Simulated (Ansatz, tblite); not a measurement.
Isomers of Li₆Al₂ (singlet), found by a short tight-binding search and relaxed with PBE-D4/def2-SVP in Ansatz.

The xTB rows come from tblite. Correlated methods freeze 10 core orbitals; core or outer-core shells of Li are correlated, in sets that lack core-valence functions.

Run but left out: HF/def2-TZVPP (A: restricted singlet, unstable towards broken spin symmetry).

A further structure is left out (at the level of its geometry, restricted singlet, unstable towards broken spin symmetry at other levels and untested here); at PBE0-D4/def2-TZVP its energy lies 0.01 eV above the lowest shown.

A: The restricted singlet is unstable towards broken spin symmetry in Hartree–Fock (as tested in another run); at PBE-D4/def2-TZVP, revPBE-D4/def2-TZVP, r2SCAN-D4/def2-TZVP, B97M-V/def2-TZVP and others this wasn't settled. At CCSD(T)/def2-TZVPP the restricted singlet (for correlated methods, its reference) is unstable: a solution with broken spin symmetry lies lower. B: The restricted singlet is unstable towards broken spin symmetry in Hartree–Fock (as tested in another run); at PBE-D4/def2-TZVP, revPBE-D4/def2-TZVP, r2SCAN-D4/def2-TZVP, B97M-V/def2-TZVP and others this wasn't settled. At CCSD(T)/def2-TZVPP the restricted singlet (for correlated methods, its reference) is unstable: a solution with broken spin symmetry lies lower.

Other spin states weren't relaxed.

A:

```xyz
8

Al    1.335   -0.180    0.276
Al   -1.336    0.182   -0.273
Li   -0.576   -1.334    1.859
Li    3.106    1.709   -0.025
Li    0.578    1.325   -1.861
Li   -3.106   -1.707    0.031
Li   -0.131   -2.183   -0.878
Li    0.130    2.189    0.870
```

B:

Cartesian coordinates in Å:
```
Al -1.039 1.835 -0.303
Al 1.072 0.364 -0.193
Li -0.938 -1.034 -1.395
Li 1.441 -2.243 0.471
Li -1.448 -3.585 0.925
Li 0.953 2.808 1.044
Li 0.777 2.336 -2.097
Li -0.819 -0.481 1.549
```

Estimate which lies lowest at each level, and how far above it the others are (eV).


```json
{"level": "GFN1-xTB", "A": "0.26", "B": "0.00"}
{"level": "GFN2-xTB", "A": "0.00", "B": "0.20"}
{"level": "PBE-D4/def2-TZVP", "A": "0.00", "B": "0.06"}
{"level": "revPBE-D4/def2-TZVP", "A": "0.02", "B": "0.00"}
{"level": "r2SCAN-D4/def2-TZVP", "A": "0.00", "B": "0.10"}
{"level": "B97M-V/def2-TZVP", "A": "0.00", "B": "0.11"}
{"level": "PBE0-D4/def2-TZVP", "A": "0.00", "B": "0.00"}
{"level": "MP2/def2-TZVPP", "A": "0.01", "B": "0.00"}
{"level": "CCSD/def2-TZVPP", "A": "0.16", "B": "0.00"}
{"level": "CCSD(T)/def2-TZVPP", "A": "0.05", "B": "0.00"}
```
Point groups (tolerance 0.1 Å): A C2h, B not assigned. Lower isomers may exist.
